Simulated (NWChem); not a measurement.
# TiH4O3; SMILES [OH][TiH]([OH])[OH]

Computed with NWChem. B3LYP is NWChem's, with the RPA form of VWN correlation. Each level has its own optimisation; frequencies are unscaled. One conformer.

```json
[
 {"level": "Hartree-Fock/3-21G", "r O–Ti (Å)": "1.738", "r H–Ti (Å)": "1.677", "r H–O (Å)": "0.951", "highest harmonic frequency (cm⁻¹)": "4110", "lowest (cm⁻¹)": "226", "zero-point energy (kcal/mol)": "31.4", "dipole (D)": "2.67"},
 {"level": "B3LYP/3-21G", "r O–Ti (Å)": "1.744", "r H–Ti (Å)": "1.702", "r H–O (Å)": "0.975", "highest harmonic frequency (cm⁻¹)": "3747", "lowest (cm⁻¹)": "121", "zero-point energy (kcal/mol)": "28.3", "dipole (D)": "3.78"},
 {"level": "PBE0/def2-SVP", "r O–Ti (Å)": "1.770", "r H–Ti (Å)": "1.691", "r H–O (Å)": "0.961", "highest harmonic frequency (cm⁻¹)": "3956", "lowest (cm⁻¹)": "164", "zero-point energy (kcal/mol)": "28.6", "dipole (D)": "2.56"}
]
```
